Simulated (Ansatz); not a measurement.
```xyz
4

S     1.0800    0.0000    0.0000
S    -1.0800    0.0000    0.0000
S     1.5500    1.8400    0.0000
S    -1.5500    1.8400    0.0000
```

Basis set: cc-pVDZ (spherical functions). Correlated methods keep 20 orbitals frozen. Charge 0, multiplicity 1.

Computed with Ansatz (development build ahead of 0.2.0); the reference of a correlated method needn't be the lowest determinant of its kind. Restricted open shells among the atoms or ions are ROHF, correlated in semicanonical orbitals with singles.

Give the atomization energy at this shape (free ground-state atoms in the same class of orbitals less the molecule, no zero-point energy) of singlet S4 by RHF-CCSD(T), RHF-CCSD.

```tsv
method	atomization energy
RHF-CCSD(T)	7.31 eV
RHF-CCSD	6.39 eV
```

Caution: large share of triples, a single reference is doubtful; no unrestricted run beside it, a lower state can exist; the amplitudes may be one of several solutions; the reference determinant was not shown to be the lowest.
